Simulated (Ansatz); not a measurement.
Pulling on the Be1–O2 bond in BeO (multiplicity 1 held). Energies count from the point at 1.327 Å.


R- and RO- levels are restricted; in cc, def2 and unpolarised 6-31G sets they are followed outwards from rest. U- levels take the lowest unrestricted solution at each point, which mixes spins at long bonds. Curves can end on different states.

Cores are frozen in the correlated methods.

Codes used: Ansatz (a program for electronic structure) with Gaussian orbitals. Values without a source in brackets are computed.

Task: One of these levels gives 265.9 kJ/mol for the energy at R = 5.307 Å. Which?
(A) U-MP2/6-31G
(B) R-HF/6-31G
(C) R-MP2/6-31G
(D) U-HF/6-31G

Result: D, U-HF/6-31G. The others give 412.6 (R-HF/6-31G), 650.1 (R-MP2/6-31G), 327.8 (U-MP2/6-31G)

Doubts at one or more of the structures used: a restricted determinant that unrestricted orbitals would lower (R-HF/6-31G, R-MP2/6-31G); a spin-contaminated determinant (U-HF/6-31G, U-MP2/6-31G).
